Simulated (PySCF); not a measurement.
An unknown gives this computed stick spectrum. Method: TDDFT CAM-B3LYP/def2-SVPD, vertical, gas phase, core orbitals frozen in the response (PySCF 2.14.0, density-fitted response routines). Geometries: PBE0-D3(BJ)/def2-SVP, one conformer each.

| state | λ (nm) | f |
| --- | --- | --- |
| S1 | 180.4 | 0.050 |
| S2 | 175.6 | 0.157 |
| S3 | 173.0 | 0.011 |
| S4 | 163.7 | 0.012 |
| S5 | 157.0 | 0.017 |
| S6 | 153.1 | 0.0017 |
| S7 | 149.5 | 0.011 |
| S8 | 145.3 | 0.015 |
| S9 | 144.7 | 0.019 |
| S10 | 142.8 | 0.017 |

Question: Which structure fits? All have the formula C4H7F3Si.
A. `FC(F)=C(F)CC[SiH3]`
B. `C[Si@@H]1C[C@@H]1C(F)(F)F`
C. `FC(F)(F)C[C@H]1C[SiH2]1`

Answer: B. Its S1, at 6.87 eV, is the highest among the candidates; the nearest of the others has S1 at 6.52 eV. S1 is HOMO→LUMO (82%), HOMO→LUMO+2 (9%). Löwdin shares by element: HOMO carbon 51% or more, silicon 26% (atoms not listed hold the other 23%); LUMO silicon 33%, carbon 26% or more, hydrogen 10% or more (atoms not listed hold the other 32%). At the same level the other candidates give, for their lowest levels:
- `FC(F)=C(F)CC[SiH3]`: 190 nm (f 0.016); 172 nm (f 0.000); 166 nm (f 0.291); 158 nm (f 0.318); 155 nm (f 0.008); T1 4.45 eV; HOMO -8.68, LUMO 0.85 eV
- `FC(F)(F)C[C@H]1C[SiH2]1`: 193 nm (f 0.062); 190 nm (f 0.152); 177 nm (f 0.006); 174 nm (f 0.029); 167 nm (f 0.000); T1 5.11 eV; HOMO -8.42, LUMO 0.92 eV

The values belong to the conformer `[CH3:1][Si@@H:2]1[CH2:3][C@@H:4]1[C:5]([F:6])([F:7])[F:8]`: C3–C4–C5–F6 -47°.
Triplets come from the Tamm–Dancoff approximation.
